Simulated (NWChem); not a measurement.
System: SnHOCl, singlet; SMILES [OH][Sn][Cl]

Output (shortened):

```
             Northwest Computational Chemistry Package (NWChem) 7.3.0
             --------------------------------------------------------

 CS  symmetry detected

                             Geometry "geometry" -> ""
                             -------------------------

 Output coordinates in angstroms (scale by  1.889725989 to convert to a.u.)

  No.       Tag          Charge          X              Y              Z
 ---- ---------------- ---------- -------------- -------------- --------------
    1 Sn                  50.0000     0.33775647     0.47031878     0.00000000
    2 Cl                  17.0000    -0.12736496    -1.89335486     0.00000000
    3 O                    8.0000    -1.56591828     1.04503206     0.00000000
    4 H                    1.0000    -2.19527294     0.31083720     0.00000000

 Effective nuclear repulsion energy (a.u.)     332.9390345247

      Symmetry information
      --------------------

 Group name             Cs
 Group number              2
 Group order               2
 No. of unique centers     4

                                 NWChem DFT Module
                                 -----------------

 Summary of "ao basis" -> "ao basis" (spherical)
 ------------------------------------------------------------------------------
       Tag                 Description            Shells   Functions and Types
 ---------------- ------------------------------  ------  ---------------------
 Sn                         def2-svp                10       26   4s4p2d
 Cl                         def2-svp                 8       18   4s3p1d
 O                          def2-svp                 6       14   3s2p1d
 H                          def2-svp                 3        5   2s1p

      Symmetry analysis of basis
      --------------------------

        a'         45
        a"         18

            General Information
            -------------------
          SCF calculation type: DFT
          Wavefunction type:  closed shell.
          No. of atoms     :     4
          No. of electrons :    48
           Alpha electrons :    24
            Beta electrons :    24
          Charge           :     0
          Spin multiplicity:     1
          Use of symmetry is: on ; symmetry adaption is: on
          Maximum number of iterations: 150
          AO basis - number of functions:    63
                     number of shells:    27
          Convergence on energy requested:  1.00D-06
          Convergence on density requested:  1.00D-05
          Convergence on gradient requested:  5.00D-04

              XC Information
              --------------
                      r^2SCAN Method XC Functional
               r^2SCAN metaGGA Exchange Functional  1.000
                     r^2SCAN Correlation Potential  1.000

             Grid Information
             ----------------
          Grid used for XC integration:  medium
          Radial quadrature: Mura-Knowles
          Angular quadrature: Lebedev.
          Tag              B.-S. Rad. Rad. Pts. Rad. Cut. Ang. Pts.
          ---              ---------- --------- --------- ---------
          Sn                  1.45      123           9.0       590
          Cl                  1.00       88           9.0       590
          O                   0.60       49           9.0       434
          H                   0.35       45          10.0       434
          Grid pruning is: on
          Number of quadrature shells:   305
          Spatial weights used:  Erf1

      Superposition of Atomic Density Guess
      -------------------------------------

 Sum of atomic energies:        -783.60969509

      Non-variational initial energy
      ------------------------------

 Total energy =    -747.979973
 1-e energy   =   -1439.467177
 2-e energy   =     528.556958
 HOMO         =      -0.307643
 LUMO         =      -0.042829

      Symmetry analysis of molecular orbitals - initial
      -------------------------------------------------

  Numbering of irreducible representations:

     1 a'          2 a"

  Orbital symmetries:

     1 a'          2 a'          3 a'          4 a'          5 a'
     6 a"          7 a'          8 a'          9 a'         10 a"
    11 a'         12 a'         13 a'         14 a"         15 a"
    16 a'         17 a'         18 a'         19 a'         20 a'
    21 a"         22 a"         23 a'         24 a'         25 a"
    26 a'         27 a'         28 a'         29 a'         30 a'
    31 a"         32 a'         33 a"         34 a'

     ---------------------------------------------
      Total Density - Mulliken Population Analysis
     ---------------------------------------------

    Atom       Charge   Shell Charges
 -----------   ------   -------------------------------------------------------
    1 Sn  22    20.71   1.60  0.43  1.19  0.68  3.28  2.71  0.47  0.26  9.78  0.31
    2 Cl  17    17.63   2.00  1.99  1.24  0.73  5.94  2.20  3.52  0.01
    3 O    8     8.98   1.99  1.12  0.68  3.12  2.07  0.00
    4 H    1     0.67   0.53  0.09  0.06

   convergence    iter        energy       DeltaE   RMS-Dens  Diis-err
 ---------------- ----- ----------------- --------- --------- ---------
 d= 0,ls=0.0,diis     1   -750.1043841460 -9.13D+02  4.01D-02  7.63D-01
 d= 0,ls=0.0,diis     2   -748.7050178667  1.40D+00  3.16D-02  1.04D+01
 d= 0,ls=0.0,diis     3   -750.1737659929 -1.47D+00  1.04D-02  2.19D-01
 d= 0,ls=0.0,diis     4   -750.2025780501 -2.88D-02  3.93D-03  6.29D-02
 d= 0,ls=0.0,diis     5   -750.2127596093 -1.02D-02  4.66D-04  1.15D-03
  Resetting Diis
 d= 0,ls=0.0,diis     6   -750.2129177746 -1.58D-04  1.27D-04  4.42D-05
 d= 0,ls=0.0,diis     7   -750.2129246503 -6.88D-06  5.04D-05  1.83D-06
 d= 0,ls=0.0,diis     8   -750.2129244510  1.99D-07  3.23D-05  3.05D-06
 d= 0,ls=0.0,diis     9   -750.2129249435 -4.92D-07  7.59D-06  4.15D-07

         Total DFT energy =     -750.212924943472
      One electron energy =    -1441.518374644175
           Coulomb energy =      583.707154236883
    Exchange-Corr. energy =      -55.331950599334
 Nuclear repulsion energy =      162.930246063155

 Numeric. integr. density =       47.999998593733

                  Occupations of the irreducible representations
                  ----------------------------------------------

                     irrep           alpha         beta
                     --------     --------     --------
                     a'               18.0         18.0
                     a"                6.0          6.0

                       DFT Final Molecular Orbital Analysis
                       ------------------------------------

 Vector   22  Occ=2.000000D+00  E=-2.794366D-01  Symmetry=a'
              MO Center= -5.0D-03, -9.7D-01, -4.4D-16, r^2= 3.5D+00
   Bfn.  Coefficient  Atom+Function         Bfn.  Coefficient  Atom+Function
  ----- ------------  ---------------      ----- ------------  ---------------
    38      0.459891  2 Cl py                35      0.332762  2 Cl py
     3     -0.330312  1 Sn s                 37     -0.288597  2 Cl px
    34     -0.209361  2 Cl px                32      0.195428  2 Cl py
    49      0.177635  3 O  py                12     -0.174819  1 Sn py
     4     -0.169186  1 Sn s                 11     -0.131948  1 Sn px

 Vector   23  Occ=2.000000D+00  E=-2.718052D-01  Symmetry=a"
              MO Center= -8.6D-01, -3.6D-01, -6.3D-15, r^2= 3.5D+00
   Bfn.  Coefficient  Atom+Function         Bfn.  Coefficient  Atom+Function
  ----- ------------  ---------------      ----- ------------  ---------------
    39      0.464689  2 Cl pz                50     -0.450667  3 O  pz
    53     -0.350774  3 O  pz                36      0.324787  2 Cl pz
    33      0.191854  2 Cl pz                18      0.052384  1 Sn d -1
    20      0.048075  1 Sn d  1              13     -0.044071  1 Sn pz
    23     -0.043100  1 Sn d -1              25     -0.036102  1 Sn d  1

 Vector   24  Occ=2.000000D+00  E=-2.553935D-01  Symmetry=a'
              MO Center= -1.7D-01, -2.2D-01,  1.6D-15, r^2= 4.2D+00
   Bfn.  Coefficient  Atom+Function         Bfn.  Coefficient  Atom+Function
  ----- ------------  ---------------      ----- ------------  ---------------
    37      0.433332  2 Cl px                 3     -0.363716  1 Sn s
    34      0.305275  2 Cl px                48      0.261370  3 O  px
     4     -0.235450  1 Sn s                 11     -0.226358  1 Sn px
    49     -0.206951  3 O  py                51      0.188642  3 O  px
    31      0.179167  2 Cl px                52     -0.167187  3 O  py

 Vector   25  Occ=0.000000D+00  E=-1.130675D-01  Symmetry=a"
              MO Center=  2.5D-01,  4.0D-01, -1.6D-15, r^2= 3.4D+00
   Bfn.  Coefficient  Atom+Function         Bfn.  Coefficient  Atom+Function
  ----- ------------  ---------------      ----- ------------  ---------------
    13      0.620028  1 Sn pz                16      0.493866  1 Sn pz
    50     -0.227610  3 O  pz                39     -0.224931  2 Cl pz
    53     -0.206209  3 O  pz                10     -0.181576  1 Sn pz
     7     -0.168228  1 Sn pz                36     -0.137212  2 Cl pz
    33     -0.078932  2 Cl pz                25     -0.047832  1 Sn d  1

 Vector   26  Occ=0.000000D+00  E=-3.282918D-02  Symmetry=a'
              MO Center=  3.9D-01,  4.5D-01, -8.6D-16, r^2= 4.1D+00
   Bfn.  Coefficient  Atom+Function         Bfn.  Coefficient  Atom+Function
  ----- ------------  ---------------      ----- ------------  ---------------
    15      0.683542  1 Sn py                12      0.547204  1 Sn py
    38      0.348222  2 Cl py                30      0.305364  2 Cl s
    47     -0.274586  3 O  s                 37      0.178093  2 Cl px
     3     -0.167313  1 Sn s                 35      0.167703  2 Cl py
    14     -0.160412  1 Sn px                 9     -0.159371  1 Sn py

 Vector   27  Occ=0.000000D+00  E=-4.027174D-03  Symmetry=a'
              MO Center=  7.8D-02,  2.9D-01, -8.8D-16, r^2= 4.4D+00
   Bfn.  Coefficient  Atom+Function         Bfn.  Coefficient  Atom+Function
  ----- ------------  ---------------      ----- ------------  ---------------
    14      0.766914  1 Sn px                47      0.407558  3 O  s
    11      0.392222  1 Sn px                 3     -0.378188  1 Sn s
    38      0.312327  2 Cl py                 4     -0.213216  1 Sn s
    30      0.206351  2 Cl s                 51      0.198025  3 O  px
    15      0.182390  1 Sn py                48      0.177264  3 O  px

     ---------------------------------------------
      Total Density - Mulliken Population Analysis
     ---------------------------------------------

    Atom       Charge   Shell Charges
 -----------   ------   -------------------------------------------------------
    1 Sn  22    21.33   1.60  0.44  1.40  0.43  3.27  2.74  0.90  0.40  9.72  0.44
    2 Cl  17    17.38   2.00  1.99  1.23  0.75  5.93  2.11  3.36  0.01
    3 O    8     8.49   1.99  1.08  0.71  2.81  1.89  0.01
    4 H    1     0.80   0.67  0.07  0.07

     -------------------------------------------
      Total Density - Lowdin Population Analysis
     -------------------------------------------

    Atom       Charge   Shell Charges
 -----------   ------   -------------------------------------------------------
    1 Sn  22    21.60   1.19  0.79  1.08  0.72  3.01  2.82  1.03  0.66  9.45  0.84
    2 Cl  17    17.18   2.00  1.96  1.05  0.84  5.82  2.25  3.25  0.01
    3 O    8     8.29   1.97  0.92  0.64  2.67  2.08  0.01
    4 H    1     0.93   0.55  0.19  0.19

     Multipole analysis of the density
     ---------------------------------

     L   x y z        total         alpha         beta         nuclear
     -   - - -        -----         -----         ----         -------
     0   0 0 0     -0.000000    -24.000000    -24.000000     48.000000

     1   1 0 0      0.387526      9.129504      9.129504    -17.871481
     1   0 1 0      0.501514     12.693588     12.693588    -24.885661
     1   0 0 1     -0.000000     -0.000000     -0.000000      0.000000

     2   2 0 0    -30.440629    -63.825254    -63.825254     97.209879
     2   1 1 0      2.331190     12.199434     12.199434    -22.067678
     2   1 0 1     -0.000000     -0.000000     -0.000000      0.000000
     2   0 2 0    -35.997349   -151.272982   -151.272982    266.548614
     2   0 1 1      0.000000      0.000000      0.000000      0.000000
     2   0 0 2    -29.474797    -14.737398    -14.737398      0.000000
```

Level: r2SCAN/def2-SVP with def2 effective core potentials on Sn. Low-valent species are run as closed-shell singlets; no triplet was tried in these runs. Structure relaxed at the PBE0/def2-SVP level. def2 effective core potentials on Sn; no spin-orbit coupling.

### Question
Which NWChem input produces such a log?

### Answer
Several could match; the one computed here: the input that was run:
```
start job
memory heap 200 mb stack 900 mb global 1100 mb
geometry units angstroms noautoz
  Sn     0.338707     0.508764     0.000000
  Cl    -0.375337    -1.791982     0.000000
  O     -1.492989     1.282820     0.000000
  H     -2.196909     0.619777     0.000000
end
basis spherical
  Sn library def2-svp
  Cl library def2-svp
  O library def2-svp
  H library def2-svp
end
ecp
  Sn library def2-ecp
end
dft
  xc r2scan
  iterations 150
  mulliken
end
task dft energy
```
